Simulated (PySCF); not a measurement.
SMILES [GeH2]([S]C)[S]C (C2H8GeS2) (B3LYP/def2-SVP optimised geometry):

```
13

Ge     0.606     0.816     0.000
S     -0.237    -0.148    -1.843
C      0.549    -1.807    -1.733
S      0.034    -0.330     1.843
C     -1.799    -0.229     1.735
H      0.020     2.243     0.000
H      2.149     0.816     0.000
H      0.052    -2.441    -2.480
H      0.403    -2.243    -0.735
H      1.623    -1.756    -1.965
H     -2.149    -0.534     0.738
H     -2.157     0.785     1.962
H     -2.197    -0.926     2.486
```

Method: PySCF with B3LYP/def2-TZVP.

What are the frontier orbital energies and the dipole moment?

HOMO-2 -8.07 eV, HOMO-1 -6.68 eV, HOMO -6.60 eV, LUMO -0.59 eV, LUMO+1 0.29 eV; dipole moment 0.61 D.

On the same geometry PBE/def2-TZVP run with PySCF 2.14.0 gives HOMO-2 -7.14 eV, HOMO-1 -5.72 eV, HOMO -5.65 eV, LUMO -1.23 eV, LUMO+1 -0.38 eV; dipole moment 0.66 D.

Meta-Löwdin charges at B3LYP/def2-TZVP: Ge1 0.45, S2 -0.17, C3 -0.38, S4 -0.17, C5 -0.38, H6 -0.06, H7 -0.06, H8 0.13, H9 0.13, H10 0.12, H11 0.13, H12 0.12, H13 0.13.
